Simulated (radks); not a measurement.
The numbers below are computed, except where a source is named.
Polarisability of the promethium ion Pm7+, [Kr] 4d10 4f3 5s2 5p3, at imaginary frequency. Code: a radial shooting solver on a logarithmic mesh with Libxc functionals. Model: scalar-relativistic Kohn-Sham, LB94 model potential, spin-polarised, spherical densities, finite nucleus; open shells are filled with parallel spins first (spin-orbit coupling, left out, can overturn this in heavy ions); Fermi nuclear charge, rms radius 4.962 fm. Response by self-consistent Sternheimer equations with the Hartree and adiabatic LDA kernel, the relativistic mass of each level held fixed and spin-orbit coupling left out.

w (hartree)  alpha1(iw) (bohr^3)
0.00266                    2.932
0.0143                     2.932
0.0360                     2.930
0.0697                     2.925
0.118                      2.911
0.186                      2.882
0.280                      2.822
0.413                      2.705
0.605                      2.493
0.892                      2.146
1.35                       1.656
2.12                       1.106
3.59                      0.6249
6.94                      0.2731
17.5                     0.06857

Static values: alpha1 = 2.932 bohr^3 (0.4345 angstrom^3; uncoupled 4.970). C6 = 10.67, triple-dipole C9 = 21.90 atomic units. One-pole (London) frequency 4 C6 / (3 alpha1^2) = 1.655 hartree, against 4.113 for minus the highest occupied eigenvalue.
